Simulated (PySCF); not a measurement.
B3LYP has the VWN-RPA correlation part, as in Gaussian. 

[W(Cl)6] (charge 0, multiplicity 1)

Computed with B3LYP-D3(BJ)/def2-TZVP // r2SCAN-D4/def2-SVP (PySCF).

The HOMO is -8.92 eV. The dipole moment comes out as 0.00 D and the HOMO–LUMO gap is 3.48 eV. The LUMO is -5.44 eV. The charge on the central atom (Mulliken) is 1.09 e and the total energy is -76974.43 eV. The cost comes out as around 7 core-minutes (rough).

Bonds (Å): W1–Cl2 2.313, W1–Cl3 2.313, W1–Cl4 2.313, W1–Cl5 2.313, W1–Cl6 2.313, W1–Cl7 2.313. Angles (°): Cl2–W1–Cl3 90.0, Cl2–W1–Cl4 90.0, Cl2–W1–Cl5 90.0, Cl2–W1–Cl6 90.0, Cl2–W1–Cl7 180.0, Cl3–W1–Cl4 90.0, Cl3–W1–Cl5 180.0, Cl3–W1–Cl6 90.0, Cl3–W1–Cl7 90.0, Cl4–W1–Cl5 90.0, Cl4–W1–Cl6 180.0, Cl4–W1–Cl7 90.0, Cl5–W1–Cl6 90.0, Cl5–W1–Cl7 90.0, Cl6–W1–Cl7 90.0.
Charge 0, spin multiplicity 1.
